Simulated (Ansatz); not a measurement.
Consider the cleavage of the Si–B bond: `B[SiH2]CS` + H–F → `F[SiH2]CS` + BH₃.

Gas-phase electronic energies from Ansatz, PBE0-D4/def2-TZVP geometries. CCSD(T)/CBS adds triple-zeta CCSD(T) − MP2 to the extrapolated MP2 energy (def2 sets, frozen cores). This one scheme is used for every species. DFT in def2-TZVPP. B3LYP here is the variant with VWN-RPA as its local correlation; programs differ in this. Each species was taken in one conformer, which may not be the lowest.

Q: Is it downhill or uphill in electronic energy at CCSD(T)/CBS, and by how much? (Best estimate.)

A: Computed: Downhill: ΔE = -36.9 kcal/mol.

Q: What do these levels give: BLYP-D4, B3LYP-D4, r2SCAN0-D4, r2SCAN, r2SCANh, r2SCAN0, HF/def2-TZVPP, MP2/def2-TZVPP, CCSD(T)/def2-TZVPP, MP2/def2-QZVPP, SCS-MP2/def2-QZVPP, HF/CBS(def2)? (Best estimate.)

A: The calculation gave: BLYP-D4 -37.2, B3LYP-D4 -38.1, r2SCAN0-D4 -37.5, r2SCAN -37.5, r2SCANh -37.6, r2SCAN0 -37.7, HF/def2-TZVPP -44.0, MP2/def2-TZVPP -38.6, CCSD(T)/def2-TZVPP -37.0, MP2/def2-QZVPP -38.7, SCS-MP2/def2-QZVPP -39.9, HF/CBS(def2) -44.5 kcal/mol.

Largest T1 diagnostic among the species: 0.011.

From PBE to PBE0 (25 % exact exchange), in def2-TZVPP and without D4, ΔE moves by −1.4 kcal/mol. The D4 term adds +0.9 kcal/mol with B3LYP and +0.5 kcal/mol with PBE0; it sums over pairs of atoms, weighted by their polarisabilities, and B3LYP, whose exchange is more repulsive, gets the larger term. Leaving LDA and LC-ωPBE aside and taking each functional with its dispersion term where it has one, the values, not all of them listed here, spread over 8.2 kcal/mol, from BHLYP-D4 to revPBE-D4.
